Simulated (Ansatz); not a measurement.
Consider the atomization: `C=C[CH2][AlH][Cl]` → Al• + 3 C• + Cl• + 6 H•.

Gas-phase electronic energies from Ansatz, PBE0-D4/def2-TZVP geometries. CBS: MP2 limit from def2 TZ/QZ plus the TZ coupled-cluster correction, frozen cores. This one scheme is used for every species, atoms too. Functionals use def2-TZVPP. HSE06 is defined as in plane-wave codes. Open shells (•) are unrestricted, without spin–orbit coupling. Spin–orbit coupling would lower the free atoms: a little for Al, C, Cl. Each species was taken in one conformer, which may not be the lowest.

`C=C[CH2][AlH][Cl]`:

Cartesian coordinates in Å:
```
C -0.266 -0.349 1.369
C 0.470 0.541 0.659
C 0.063 1.152 -0.609
Al 0.068 -0.768 -1.114
Cl -1.833 -1.593 -1.535
H 0.164 -0.881 2.206
H -1.329 -0.484 1.189
H 1.523 0.627 0.922
H 0.756 1.879 -1.016
H -0.975 1.485 -0.650
H 1.359 -1.608 -1.423
```

CCSD(T)/CBS gives +995.7 kcal/mol.

(1) Another level gave +1013.7 kcal/mol. Which?
A. r2SCANh-D4/def2-TZVPP
B. HSE06-D4/def2-TZVPP
C. revPBE-D4/def2-TZVPP
D. PBE-D4/def2-TZVPP

Largest T1 diagnostic among the species: 0.018.

## Answers

(1) D. PBE-D4 1013.7, revPBE-D4 991.7, r2SCANh-D4 998.5, HSE06-D4 1002.7 kcal/mol.

The D4 term adds +9.6 kcal/mol with B3LYP and +5.1 kcal/mol with PBE0; it sums over pairs of atoms, weighted by their polarisabilities, and B3LYP, whose exchange is more repulsive, gets the larger term. From PBE to PBE0 (25 % exact exchange), in def2-TZVPP and without D4, ΔE moves by −10.8 kcal/mol: exact exchange takes away binding that semilocal exchange gives to molecules.

B3LYP here is the variant with VWN-RPA as its local correlation; programs differ in this.

For atomizations the MP2-based limit and the directly extrapolated one differ by several kJ/mol either way, and by 10 to 25 for some Ge, Se and Sn compounds, so smaller differences from it don't rank the levels.
